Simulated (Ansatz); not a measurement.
`C=[N][GeH3]` + `OBF` → `FB[O][GeH3]` + `C=N` at 600 K and 1 bar (ligand exchange at a Ge–N bond).

Gas-phase electronic energies from Ansatz, PBE0-D4/def2-TZVP geometries. CCSD(T)/CBS is the MP2 limit (def2-TZVPP, def2-QZVPP) plus CCSD(T) − MP2 in def2-TZVPP, frozen cores. This one scheme is used for every species. For Ge outer-core shells are correlated without core-valence functions, which leaves a few kJ/mol of doubt a bond. Scalar relativity is left out up to krypton. One conformer a species, not always the lowest.

```tsv
species	CCSD(T)/CBS energy (Eh)	H − E (kJ/mol)	S (J/(mol·K))
`C=[N][GeH3]`	-2171.83462	184.6	360.4
`OBF`	-201.07426	109.4	294.7
`FB[O][GeH3]`	-2278.39547	165.6	403.3
`C=N`	-94.52360	129.6	259.4
```

H − E and S are ideal-gas, rigid-rotor, harmonic terms from PBE0-D4/def2-TZVP, for one conformer and one mirror image of each species. 1 Eh = 2625.50 kJ/mol, R = 8.31446 J/(mol·K).

Q: By hand: ΔE, ΔH, ΔS and ΔG.

A: ΔE = (-2278.39547) + (-94.52360) − (-2171.83462) − (-201.07426) = -0.01019 Eh = -26.8 kJ/mol. Δ(H − E) = 165.6 + 129.6 − 184.6 − 109.4 = 1.2, so ΔH = -25.6 kJ/mol. ΔS = 403.3 + 259.4 − 360.4 − 294.7 = 7.6 J/(mol·K). ΔG = -25.6 − 600 × (7.6)/1000 = -30.2 kJ/mol.

Q: By hand: the equilibrium constant, and the temperature at which ΔG would vanish if ΔH and ΔS stayed fixed.

A: log₁₀ K = −ΔG/(RT ln 10) = 2.6. ΔH and −TΔS have one sign here, so there is no such temperature.

The number of gas molecules stays the same, so ΔS is small and ΔH decides. A doubt of 5 kJ/mol in ΔE shifts log₁₀ K by 0.4 here. Other conformers and mirror images would add mixing entropy, several J/(mol·K) or more a flexible species. These are equilibria of isolated gas molecules and say nothing of rates. Largest T1 diagnostic: 0.013 (customary marks: 0.02 for closed shells, 0.045 for open ones).

ΔS is within the doubt of such terms, so its sign, and with it that verdict, could turn.
